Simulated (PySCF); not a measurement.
SMILES [F][Sn]([F])([F])[Br] (BrF₃Sn), CAM-B3LYP/def2-SVP optimised geometry.

```
5

F     -1.22    -1.64    -1.67
Sn    -0.68    -0.91     0.00
F      1.22    -0.91     0.00
F     -1.22     0.91     0.00
Br    -1.60    -2.14     1.88
```

Density from CAM-B3LYP/def2-TZVP, def2 effective core potentials past Kr in PySCF at that geometry. The core electrons that the potentials of Sn replace are not part of the density.

Minimum of the electron density along straight lines between bonded atoms, close to the bond critical point (lines longer than 1.1 times the sum of covalent radii, or with two minima, are not listed):

```csv
bond,length / Å,ρ at the minimum / e bohr⁻³,∇²ρ there / e bohr⁻⁵,position (fraction from the first atom)
F1–Sn2,1.904,0.128,0.63,0.48
Sn2–F3,1.903,0.128,0.63,0.52
Sn2–F4,1.904,0.128,0.63,0.52
Sn2–Br5,2.426,___,___,0.47
```

Question: Fill in the missing entries.

Answer: 
- Sn2–Br5, ρ at the minimum / e bohr⁻³: 0.088
- Sn2–Br5, ∇²ρ there / e bohr⁻⁵: 0.11
